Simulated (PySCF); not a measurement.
```xyz
13

B     -0.4861     2.1067     0.1441
Si    -0.1454     0.2395     0.7368
Si    -1.5907    -1.1771    -0.4484
Si     1.9979    -0.3996     0.0339
H     -0.3708     2.3682    -1.0178
H     -0.8089     2.9835     0.8890
H     -0.2901    -0.0145     2.1994
H     -3.0178    -0.8773    -0.1530
H     -1.3201    -2.5951    -0.0870
H     -1.3578    -0.9993    -1.9068
H      2.0856    -0.2565    -1.4440
H      3.0539     0.4422     0.6581
H      2.2503    -1.8206     0.3957
```

Charge 0, multiplicity 1.

### Question
Give the Mulliken and meta-Löwdin atomic charges from PySCF 2.14.0 with TPSSh-D3(BJ)/def2-TZVP // PBE0-D3(BJ)/def2-TZVP.

### Answer

```tsv
atom	Mulliken (e)	meta-Löwdin (e)
B1	-0.08	-0.16
Si2	0.06	0.13
Si3	0.03	0.27
Si4	0.03	0.27
H5	0.03	0.02
H6	0.04	0.03
H7	-0.02	-0.07
H8	-0.02	-0.08
H9	-0.02	-0.08
H10	-0.01	-0.08
H11	-0.01	-0.08
H12	-0.02	-0.08
H13	-0.02	-0.08
```
